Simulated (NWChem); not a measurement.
C3H6O; SMILES C(=C)OC

```xyz
10

C     -0.1035     1.8741     0.0040
C      0.3367     0.6146    -0.0044
O     -0.4870    -0.4504    -0.0055
C      0.1264    -1.7100    -0.0007
H     -1.1724     2.0974     0.0118
H      0.6110     2.6971     0.0024
H      1.4112     0.3826    -0.0123
H     -0.6731    -2.4624    -0.0028
H      0.7484    -1.8622     0.9000
H      0.7559    -1.8653    -0.8958
```
Atoms are numbered in this order, from 1.

All runs: NWChem. Coordinates come from a PBE0/def2-SVP optimisation. Level: PBE0/def2-SVP with SMD (1 M gas to 1 M solution), gas-phase geometry.

For solvent water:

```yaml
solvation free energy (kcal/mol): -0.6
cavity-dispersion-structure term (kcal/mol): 4.5
dipole in solution (D): 2.47
```

Task: How do the values read with solvent toluene instead?

Result: 
| Quantity | Value |
|---|---|
| solvation free energy (kcal/mol) | -2.3 |
| cavity-dispersion-structure term (kcal/mol) | -0.2 |
| dipole in solution (D) | 2.12 |
